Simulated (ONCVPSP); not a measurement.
**Ti: one change to an ONCV potential, before and after**

```json
{
  "Element": "titanium (Ti)",
  "Generator": "ONCVPSP 4.0.1",
  "Type": "optimised norm-conserving Vanderbilt (ONCV)",
  "Functional": "LDA (Perdew-Zunger)",
  "Relativity": "scalar-relativistic",
  "Frozen core": "[Ne]",
  "Valence charge": "12",
  "Reference configuration": "3s2 3p6 3d2 4s1 (charge +1)",
  "Partial waves": "3s+4s: rc 1.75 bohr, ncon 3, nbas 6, qcut 6.2 1/bohr, 2 projectors; 3p: rc 1.20 bohr, ncon 3, nbas 7, qcut 5.5 1/bohr, 1 projector; 3d: rc 1.80 bohr, ncon 4, nbas 9, qcut 9.4 1/bohr, 2 projectors, debl 1.4 Ha",
  "Local potential": "polynomial inside 1.05 bohr (lpopt 5, dvloc0 3 Ha)",
  "Core correction": "Teter function, fcfact 2.25, rcfact 1.4"
}
```

Change: p: rc 1.02; local potential polynomial inside 1.02 bohr (lpopt 5, dvloc0 3 Ha).

Cutoffs: the cutoffs (Ha) at which the residual kinetic energy of the hardest occupied pseudo-wave falls to 1 and 0.1 mHa per electron; they do not see the model core or the augmentation charge, which bear on the density cutoff. Errors are all-electron minus pseudo energies relative to the spin-unpolarised reference configuration.

Task: What does the change do?

Result: The potential gets softer (31 Ha and 100 Ha → 31 Ha and 59 Ha); the errors of the 4 common tests hardly move; neither file shows a bound ghost.

| quantity | base | changed |
| --- | --- | --- |
| cutoff, loose | 31 Ha | 31 Ha |
| cutoff, tight | 100 Ha | 59 Ha |
| loose cutoff by channel | s 7.5 Ha, p 30 Ha, d 31 Ha | s 7.5 Ha, p 25 Ha, d 31 Ha |
| bound ghosts | none | none |
| GHOST(+) flags under 300 eV | none | none |
| error for 3s2 3p6 3d2 4s2, meV [ΔE -7.54 eV] | +0.6 | +0.6 |
| error for 3s2 3p6 3d2 4s0, meV [ΔE 13.80 eV] | -1.2 | -1.2 |
| error for 3s2 3p6 3d1 4s0, meV [ΔE 40.99 eV] | +54 | +56 |
| error for 3s2 3p5 3d2 4s2, meV [ΔE 37.97 eV] | -14 | -12 |
| s: phases at 1.77 bohr within 0.05 rad from the reference energy up to (Ha; the scan ends near 5) | to the end of the scan | to the end of the scan |
| d: phases at 1.83 bohr within 0.05 rad from the reference energy up to (Ha; the scan ends near 5) | to the end of the scan | to the end of the scan |
| rms error of d²Exc/dni dnj with the model core, mHa | 1.13 | 1.13 |
